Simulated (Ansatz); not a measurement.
Saddle point of SiH₃Cl₃O, singlet (SiHCl₃O ([OH][Si]([Cl])([Cl])[Cl]) + H₂ → SiHCl₃ ([Cl][SiH]([Cl])[Cl]) + H₂O; bonds formed: Si1–H7, O2–H6; bonds broken: Si1–O2, H6–H7), PBE0-D4/def2-TZVP structure:

```xyz
8
angstrom
Si -0.4588 0.2625 0.0121
O 1.1266 -0.4512 -0.4443
Cl -1.3206 -0.3429 -1.8002
Cl -0.7250 2.2835 -0.1345
Cl -1.6666 -0.7858 1.2986
H 1.2458 -0.1552 0.6467
H 0.5971 0.5079 1.2879
H 1.2015 -1.3188 -0.8664
```

Energies are electronic, without zero-point energy. Barriers and step energies count from the start structure reached by relaxing down the imaginary mode; all methods use the PBE0-D4 structures, on which another method's saddle can fall below an end. Ansatz 0.2.0; basis: def2-TZVPP, with def2-QZVPP for the basis limit; cores frozen in the correlated methods. B3LYP uses VWN-RPA correlation. Extrapolation: Hartree–Fock as exp(−7.88 √X), correlation as X^−2.97.

```json
{"method": "SPW92", "barrier (eV)": "1.681", "step energy (eV)": "0.678"}
{"method": "PBE-D4", "barrier (eV)": "2.120", "step energy (eV)": "0.700"}
{"method": "BLYP-D4", "barrier (eV)": "?", "step energy (eV)": "0.767"}
{"method": "r2SCAN-D4", "barrier (eV)": "2.309", "step energy (eV)": "0.809"}
{"method": "B97M-V", "barrier (eV)": "2.419", "step energy (eV)": "0.806"}
{"method": "PBE0-D4", "barrier (eV)": "2.265", "step energy (eV)": "0.707"}
{"method": "B3LYP-D4", "barrier (eV)": "2.482", "step energy (eV)": "0.761"}
{"method": "r2SCAN0-D4", "barrier (eV)": "2.388", "step energy (eV)": "0.788"}
{"method": "BHLYP-D4", "barrier (eV)": "?", "step energy (eV)": "0.767"}
{"method": "CAM-B3LYP-D4", "barrier (eV)": "2.473", "step energy (eV)": "0.767"}
{"method": "wB97X-V", "barrier (eV)": "?", "step energy (eV)": "0.745"}
{"method": "wB97M-V", "barrier (eV)": "2.409", "step energy (eV)": "0.756"}
{"method": "B2PLYP", "barrier (eV)": "2.525", "step energy (eV)": "0.773"}
{"method": "PBE-QIDH", "barrier (eV)": "2.408", "step energy (eV)": "0.756"}
{"method": "RPA on PBE", "barrier (eV)": "2.534", "step energy (eV)": "0.743"}
{"method": "HF", "barrier (eV)": "3.167", "step energy (eV)": "0.761"}
{"method": "MP2", "barrier (eV)": "2.502", "step energy (eV)": "0.818"}
{"method": "CCSD", "barrier (eV)": "2.617", "step energy (eV)": "0.743"}
{"method": "CCSD(T)", "barrier (eV)": "2.527", "step energy (eV)": "0.760"}
```

**Question.** Fill in the withheld barriers. (Judge from chemistry; the value comes from the calculation.)

**Answer.** The calculation gives: BLYP-D4 2.402; wB97X-V 2.446; BHLYP-D4 2.655 eV. Each is the energy of the saddle less that of the start structure, by the same method.

For comparison, the barrier by CCSD(T) at an estimated basis limit (MP2 extrapolated from triple and quadruple zeta, plus CCSD(T) − MP2 in triple zeta) is 2.498 eV.

T1 diagnostic: at most 0.011.

Labels in which every atom is bracketed show which atoms are joined, not bond orders.

For scale, one of the runs: CCSD(T)/def2-TZVPP, 241 basis functions, launched by `ansatz run in.yaml --threads 8 --pin off --events-out ev --progress --plain --max-ram 19148MiB`. The run took 69 s on 8 CPU threads of an Arm Neoverse V1 (shared host), with 4.3 GiB of host memory at its peak.
